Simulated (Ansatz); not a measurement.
Geometry optimisation, RKS PBE/def2-SVP in Ansatz 0.2.0.

Input:

```yaml
crystal:
  periodic: [false, false, false]
  atoms:
    - { symbol: B, position_ang: [0.132907, 0.079276, -0.008887] }
    - { symbol: Cl, position_ang: [-0.268152, 0.831619, 1.608765] }
    - { symbol: H, position_ang: [1.286779, 0.082813, -0.366165] }
    - { symbol: H, position_ang: [-0.820655, -0.212612, -0.708659] }
    - { symbol: O, position_ang: [0.151869, -2.284028, 1.063311] }
    - { symbol: Al, position_ang: [-0.792401, -3.005248, -0.210583] }
    - { symbol: H, position_ang: [0.085752, -3.821877, -1.257794] }
    - { symbol: H, position_ang: [-2.386944, -2.948753, -0.175761] }
    - { symbol: H, position_ang: [-0.212755, -1.73389, 1.799974] }
basis:
  gaussian: { orbitals: def2-SVP }
hamiltonian:
  xc: pbe
relax:
  f_tol: 0.03
  max_steps: 50
```

Launched with:

```bash
$ ansatz run input.yaml --threads 2 --pin off --max-ram 3072MiB --backend cpu --events-out ev --progress --plain --runs-dir out
```

Where does it end, and by what steps?

The forces met the threshold. The force dipped under the threshold on the way, but the program's further checks kept it going. After 13 steps the energy has fallen by 1.232 eV; H4 moved furthest, 0.69 Å. Joined: B1–O5 (2.60 → 1.55 Å), B1–Al6 (3.23 → 2.35 Å), H4–Al6 (2.84 → 1.79 Å).

```
step  energy less start (eV)  largest force component (eV/Å)  accepted
   0                  0.0000                           1.134       yes
   1                 -0.1506                           0.769       yes
   2                 -0.3934                           1.553       yes
   3                 -0.8239                           1.294       yes
   4                 -1.1099                           1.249       yes
   5                 -1.1850                           0.647       yes
   6                 -1.2163                           0.274       yes
   7                 -1.2249                           0.292       yes
   8                 -1.2302                           0.075       yes
   9                 -1.2282                           0.112        no
  10                 -1.2315                           0.022       yes
  11                 -1.2322                           0.030       yes
  12                 -1.2244                           0.213        no
  13                 -1.2325                           0.028       yes
```

```xyz
9
Properties=species:S:1:pos:R:3
B 0.196 -0.508 0.249
Cl -0.779 0.657 1.258
H 1.263 -0.105 -0.170
H -0.519 -0.827 -0.822
O 0.303 -1.867 0.977
Al -0.844 -2.528 -0.369
H -0.076 -3.446 -1.411
H -2.346 -2.636 0.138
H -0.021 -1.753 1.894
```

Whether the end is a true minimum wasn't checked by a vibrational analysis.

The run took 26 s on 2 threads of Arm Neoverse V1 (shared host), peak memory 0.14 GiB.
